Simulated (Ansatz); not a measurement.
Geometry optimisation, RKS B3LYP-D4/6-31G* in Ansatz.

The input (input.yaml):

```yaml
crystal:
  periodic: [false, false, false]
  atoms:
    - { symbol: O, position_ang: [-0.9311, 0.4228, 1.9988] }
    - { symbol: C, position_ang: [-0.4724, 0.1312, 0.804] }
    - { symbol: "N", position_ang: [-1.0319, -0.7586, 0.0261] }
    - { symbol: C, position_ang: [0.0603, -0.6722, -1.086] }
    - { symbol: Si, position_ang: [0.9391, 0.6303, -0.1825] }
    - { symbol: H, position_ang: [-1.7766, -0.0585, 2.1232] }
    - { symbol: H, position_ang: [0.5407, -1.6267, -1.2296] }
    - { symbol: H, position_ang: [-0.4419, -0.3495, -2.0262] }
    - { symbol: H, position_ang: [0.9021, 2.0079, -0.7543] }
    - { symbol: H, position_ang: [2.2947, 0.2221, 0.3295] }
basis:
  gaussian: { orbitals: "6-31G*" }
hamiltonian:
  xc: b3lyp
  dispersion: d4
relax:
  f_tol: 0.02
  max_steps: 50
output:
  orbitals: {}
```

Command:

```bash
$ ansatz run input.yaml --threads 2 --pin off --max-ram 3072MiB --backend cpu --events-out ev --progress --plain --runs-dir out
```

Task: Where does it end, and by what steps?

Result: The run converged. After 5 steps the energy has fallen by 0.356 eV; H9 moved furthest, 0.12 Å.

```json
{"step": "0", "energy less start (eV)": "0.0000", "largest force component (eV/Å)": "2.334", "accepted": "yes"}
{"step": "1", "energy less start (eV)": "-0.2798", "largest force component (eV/Å)": "1.152", "accepted": "yes"}
{"step": "2", "energy less start (eV)": "-0.3458", "largest force component (eV/Å)": "0.466", "accepted": "yes"}
{"step": "3", "energy less start (eV)": "-0.3553", "largest force component (eV/Å)": "0.098", "accepted": "yes"}
{"step": "4", "energy less start (eV)": "-0.3560", "largest force component (eV/Å)": "0.024", "accepted": "yes"}
{"step": "5", "energy less start (eV)": "-0.3560", "largest force component (eV/Å)": "0.010", "accepted": "yes"}
```

```xyz
10
Properties=species:S:1:pos:R:3
O -1.021 0.444 2.032
C -0.481 0.133 0.845
N -0.964 -0.744 0.033
C 0.004 -0.699 -1.119
Si 1.003 0.650 -0.196
H -1.819 -0.114 2.135
H 0.482 -1.672 -1.273
H -0.499 -0.413 -2.048
H 1.019 2.038 -0.732
H 2.359 0.325 0.326
```

Whether the end is a true minimum wasn't checked by a vibrational analysis.

The run took 15 s on 2 threads of Arm Neoverse V2 (shared host), peak memory 0.18 GiB.
